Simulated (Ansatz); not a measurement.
bis(oxalato)borate (BC₄O₈⁻), relaxed as a singlet with RKS r2SCAN-D4/def2-SVP in Ansatz, starting from the GFN2-xTB geometry. Force threshold 0.03 eV/Å.

Start:

Cartesian coordinates in Å:
```
O 2.712 -1.945 0.921
C 1.805 -1.165 0.808
O 0.988 -1.076 -0.221
B 0.001 0.001 0.000
O 0.346 0.554 1.326
C 1.379 -0.086 1.833
O 1.890 0.134 2.899
O -1.387 -0.504 -0.045
C -2.070 0.118 -0.984
O -3.224 -0.075 -1.261
C -1.114 1.133 -1.657
O -1.381 1.882 -2.558
O 0.056 1.029 -1.061
```

```tsv
step	energy (eV)	largest force component (eV/Å)	SCF passes
1	-21182.4258	0.801	19
2	-21182.4474	0.312	22
3	-21182.4518	0.034	22
4	-21182.4518	0.008	15
```

Force components are those of the run's own axes.

End:

```xyz
13

O     2.717   -1.943    0.932
C     1.806   -1.166    0.807
O     0.980   -1.075   -0.231
B     0.000    0.000    0.000
O     0.335    0.560    1.320
C     1.379   -0.085    1.834
O     1.899    0.128    2.898
O    -1.380   -0.510   -0.036
C    -2.071    0.117   -0.984
O    -3.226   -0.067   -1.270
C    -1.113    1.134   -1.658
O    -1.392    1.881   -2.560
O     0.067    1.027   -1.054
```

By distances, no bond broke or formed. The bond that changes most is O8–C9, from 1.32 to 1.33 Å (atoms count from 1).

No frequencies were taken in this run, so the end may be a saddle point.

Run time 15 s (4 threads of Arm Neoverse V2 on a shared host).
